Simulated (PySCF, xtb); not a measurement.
In(H)2(vinyl) (C2H5In), SMILES [CH]([InH2])=C.

Harmonic wavenumbers (cm⁻¹) from GFN2-xTB (xtb 6.7.1) at its own minimum, in rising order: 138, 148, 337, 343, 452, 463, 613, 908, 948, 1009, 1178, 1365, 1395, 1485, 1635, 2964, 2990, 3019.

What does PBE-D3(BJ)/def2-SVP (PySCF) give at its own minimum? (An estimate is asked for; the answer gives what the named calculation found.)

134, 184, 365, 384, 493, 527, 576, 948, 956, 1012, 1205, 1365, 1591, 1707, 1720, 3022, 3066, 3112. Paired by order, the mean absolute difference is 59 cm⁻¹ and the zero-point energies are 30.6 and 32.0 kcal/mol.
